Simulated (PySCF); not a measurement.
C₅H₅F, SMILES C(C=C=CF)=C.

Coordinates come from a B3LYP-D3(BJ)/def2-SVP optimisation. This is a generated structure with no PubChem entry under its InChIKey; it may be hypothetical. One conformer was computed; it need not be the lowest.

Level of theory: TDA-PBE/def2-SVPD (PySCF 2.14.0).

Vertical excitations. Isolated molecule, no solvent.

Computed excitation energies, oscillator strengths and character:
```csv
state,energy (eV),λ (nm),f,main pairs
S1,4.03,308,0.000,HOMO−1→LUMO 99 %
S2,5.58,222,0.002,HOMO→LUMO+1 99 %
S3,5.77,215,0.686,"HOMO→LUMO 71 %, HOMO→LUMO+2 11 %"
S4,6.24,199,0.062,"HOMO−1→LUMO+2 36 %, HOMO→LUMO+2 29 %, HOMO−2→LUMO 26 %"
S5,6.26,198,0.086,"HOMO−1→LUMO+2 63 %, HOMO−2→LUMO 16 %, HOMO→LUMO+2 14 %"
S6,6.64,187,0.006,"HOMO→LUMO+3 79 %, HOMO−1→LUMO+3 14 %"
S7,6.69,185,0.136,"HOMO−1→LUMO+3 68 %, HOMO→LUMO+3 16 %"
S8,6.75,184,0.040,HOMO−3→LUMO 91 %
S9,6.77,183,0.004,HOMO−4→LUMO 95 %
S10,6.99,177,0.031,HOMO→LUMO+4 92 %
T1,3.12,397,0,HOMO→LUMO 98 %
T2,3.70,335,0,HOMO−1→LUMO 99 %
T3,4.63,268,0,HOMO−1→LUMO+1 96 %
T4,5.15,241,0,"HOMO−2→LUMO 59 %, HOMO→LUMO+2 36 %"
```
Triplets are in the Tamm–Dancoff approximation.
